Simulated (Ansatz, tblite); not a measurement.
Removing an electron: the cluster Mg₂Se₂⁻ (the lowest doublet isomer of a short search). Charge -1, multiplicity 2. Geometry: r2SCAN-D4/def2-SVPD. Ansatz, gas phase; energy differences of separate SCF runs; the oxidised species is a singlet (the triplet lies 1.76 eV higher at PBE0-D4/def2-TZVPD).

Cartesian coordinates in Å:
```
Mg 1.3195 -0.4203 -0.4233
Mg -1.3195 0.4203 0.4233
Se -0.4151 -1.9026 0.5951
Se 0.4151 1.9026 -0.5951
```

The xTB rows come from tblite. Correlated methods freeze 20 core orbitals; core or outer-core shells of Mg, Se are correlated, in sets that lack core-valence functions. The rows differ in basis, and correlated rows in double-zeta sets carry the largest basis error. The structure comes from a short search, and lower isomers may exist.

```csv
level,−HOMO (eV),vertical IE (eV),−LUMO (eV),HOMO–LUMO gap (eV),remarks
GFN1-xTB,–,4.36,–,–,–
GFN2-xTB,–,6.12,–,–,–
HF/def2-SVPD,–,1.16,–,–,spin-contaminated (⟨S²⟩ 0.83) (-1 doublet)
PBE-D4/def2-TZVPD,-0.03,1.79,-0.77,0.74,HOMO above zero (-1 doublet)
r2SCAN-D4/def2-TZVPD,0.11,1.83,-0.73,0.84,–
PBE0-D4/def2-TZVPD,0.45,1.74,-1.12,1.58,–
MP2/def2-SVPD,–,1.55,–,–,spin-contaminated (⟨S²⟩ 0.83) (-1 doublet)
CCSD/def2-SVPD,–,1.56,–,–,spin-contaminated (⟨S²⟩ 0.83) (-1 doublet)
CCSD(T)/def2-SVPD,–,1.63,–,–,spin-contaminated (⟨S²⟩ 0.83) (-1 doublet)
```

  A HOMO above zero means that the electron is unbound at that level or that self-interaction error raises the level; the energy of removing that electron tells which. HOMO and LUMO are the levels of the spin that leaves or enters (xTB has no such levels and no spin-polarisation term). Other spin states of the ions may lie lower, which would lower the ionisation energy or raise the affinity. Raw xTB energy differences between charge states are shifted by several eV; the methods need an empirical correction for them.
